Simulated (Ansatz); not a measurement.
Reaction (substitution at a C–C bond): `CC(F)S` + H₂Te → `FC(S)[TeH]` + CH₄

Isolated molecules relaxed with PBE0-D4/def2-TZVP in Ansatz; ΔE leaves out vibrations. CCSD(T)/CBS adds triple-zeta CCSD(T) − MP2 to the extrapolated MP2 energy (def2 sets, frozen cores). This one scheme is used for every species. Functionals use def2-TZVPP. def2 core potentials past Kr. For Te outer-core shells are correlated without core-valence functions, which leaves a few kJ/mol of doubt a bond. Each species was taken in one conformer, which may not be the lowest.

Question: Is it downhill or uphill in electronic energy at CCSD(T)/CBS, and by how much? (An estimate is asked.)

Answer: The calculation gave: Uphill: ΔE = +0.15 eV.

Question: What do these levels give: LDA (SPW92), BLYP-D4, ωB97X-V, PBE-QIDH, BLYP, r2SCAN, PBE0, CAM-B3LYP, LC-ωPBE, CCSD(T)/def2-TZVPP, MP2/def2-QZVPP, SCS-MP2/def2-QZVPP? (An estimate is asked.)

Answer: Computed: LDA (SPW92) 0.25, BLYP-D4 0.06, ωB97X-V 0.24, PBE-QIDH 0.23, BLYP 0.12, r2SCAN 0.18, PBE0 0.23, CAM-B3LYP 0.27, LC-ωPBE 0.29, CCSD(T)/def2-TZVPP 0.22, MP2/def2-QZVPP 0.11, SCS-MP2/def2-QZVPP 0.14 eV.

Largest T1 diagnostic among the species: 0.012.

At CCSD(T), def2-SVP lies +0.27 eV from the extrapolated value and def2-TZVPP +0.07 eV. In def2-TZVPP, CCSD(T) changes the Hartree–Fock value by −0.17 eV (the triples alone add −0.04 eV) and MP2 by −0.24 eV.
